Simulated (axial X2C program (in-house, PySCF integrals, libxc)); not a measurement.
**TiB⁺: from Re and ωe to a spectrum**

A bond curve at the PBE0 level, two-component, was computed with an axial X2C code built on PySCF integrals (basis Ti dyall-cv3z [10s10p6d4f2g], B dyall-v3z [7s6p2d1f] (cores contracted in-house)) for the state Ω = 4 (⟨Sz⟩ = 2.00, ⟨Lz⟩ = 2.00 at PBE0). Its fit gives Re = 2.0749 Å, ωe = 494.9 cm⁻¹, ωexe = 2.06 cm⁻¹ and αe = 3.510e-03 cm⁻¹; the masses are 47.9479 and 11.0093 u. Two-component means X2C with spin–orbit coupling and atomic mean-field Coulomb and Gaunt terms.

Question: Find the reduced mass, Be and the force constant.

Answer: From the PBE0 values: μ = 8.9535 u. Be = 16.8576/(μ Re²) = 0.4373 cm⁻¹. k = 5.8918×10⁻⁷ μ ωe² = 1.29 mdyn/Å.

Question: A Morse curve ties αe to the other constants (Pekeris). How well does that hold?

Answer: αe(Morse) = 6Be²/ωe × (√(ωexe/Be) − 1) = 2.714e-03 cm⁻¹; the PBE0 curve gives 3.510e-03 cm⁻¹, a ratio of 0.77.

Question: Estimate the centrifugal constant by the Kratzer relation.

Answer: D = 4Be³/ωe² = 1.37e-06 cm⁻¹.

Question: Where do the fundamental and the first overtone lie?

Answer: ν(1←0) = ωe − 2ωexe = 490.8 cm⁻¹; ν(2←0) = 2ωe − 6ωexe = 977.4 cm⁻¹.

The state is a single determinant with fixed occupations, the lowest that a limited PBE0 search found. Density functionals use the spin component along the axis (collinear). Other states lie close and PBE0, whose exact exchange favours high spin, may order them wrongly; the determinant shown need not be the ground state. The nearest other 2c determinant of the search, Ω = 3, lies 0.46 eV up at the distance of the search. Without a current term, density functionals place determinants with orbital angular momentum somewhat too high. With several unpaired electrons one determinant need not be a pure state. Open-shell Ω = 0 determinants with evenly filled partner blocks cannot be reached by this program, so the Ω shown need not be the lowest component.
